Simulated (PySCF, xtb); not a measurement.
As₂H₆Si, SMILES [AsH2][SiH2][AsH2].

GFN2-xTB in xtb at its own geometry gives an orbital gap of 4.25 eV and a dipole moment of 0.18 D.

Geometry optimised at ωB97X-D3(BJ)/def2-SVP. This is a generated structure with no PubChem entry under its InChIKey; it may be hypothetical.

**Question.** What does PySCF with PBE0/def2-TZVP give? (Estimate from the structure and the level; the computed values follow.)

**Answer.** gap 6.50 eV (levels -6.89 and -0.38 eV), dipole 0.42 D.
